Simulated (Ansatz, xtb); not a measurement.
**Relaxing a trial structure of C2H3F3Ge**

The starting geometry of this gas-phase singlet was built from a drawn formula by distance geometry and a force field; its bonds are those of `F[C@H]1[GeH2][C]1(F)F`.

```xyz
9

C    -0.9744    1.6208   -1.7718
C     0.1714    0.6795   -1.6433
F    -0.5718    2.8559   -2.1188
F     0.1021   -0.2420   -0.6639
F     1.4372    1.2303   -1.8990
Ge   -0.8888    0.3346   -3.3093
H    -1.7822    1.5170   -1.0415
H    -0.5543    1.1430   -4.5451
H    -2.1336   -0.5755   -3.1307
```

Problem. Where would you expect an optimisation with r2SCAN-D4/def2-SVP to take it?

Solution. It keeps its bonds, and is `F[C@H]1[GeH2][C]1(F)F`.

The energy falls by 0.34 eV over 10 steps:

```csv
step,E − E(last) (eV)
1,0.339
2,0.100
3,0.028
4,0.011
5,0.007
6,0.005
7,0.003
8,0.001
9,0.000
10,0.000
```

Final geometry (Å):

```xyz
9

C    -0.9644    1.6824   -1.7565
C     0.1487    0.6661   -1.7175
F    -0.6118    2.9898   -1.8662
F     0.2007   -0.1379   -0.6347
F     1.3673    1.1817   -1.9693
Ge   -1.0228    0.4059   -3.2900
H    -1.7332    1.5085   -0.9864
H    -0.4157    0.8702   -4.6040
H    -2.1631   -0.6032   -3.2989
```

From the same start GFN2-xTB ends elsewhere, differing in C1–Ge6 (2.73 against 2.00 Å here), C2–Ge6 (2.53 against 1.98 Å here).

The end wasn't checked by frequencies. Run with Ansatz 0.2.0, 38 s on 2 threads of Intel(R) Xeon(R) Platinum 8259CL CPU @ 2.50GHz (Skylake/Cascade Lake), with other jobs on the host.
